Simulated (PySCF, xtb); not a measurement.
H3O4Si, SMILES O[Si](O)(O)[O] (connectivity only; charge and spin as stated), charge -1, multiplicity 1. One conformer was computed; it need not be the lowest.

Harmonic wavenumbers (cm⁻¹) from GFN2-xTB (xtb 6.7.1) at its own minimum, in rising order: 129, 133, 170, 262, 263, 333, 348, 348, 692, 736, 736, 930, 946, 947, 1244, 3740, 3743, 3744.

Problem. What does r2SCAN-D4/def2-SVPD in PySCF give at its own minimum? (Estimate from the structure and the level; the computed values follow.)

Solution. 93, 93, 162, 302, 302, 346, 373, 373, 696, 789, 789, 890, 891, 915, 1109, 3880, 3880, 3881. Paired by order, the mean absolute difference is 56 cm⁻¹ and the zero-point energies are 27.8 and 28.3 kcal/mol.
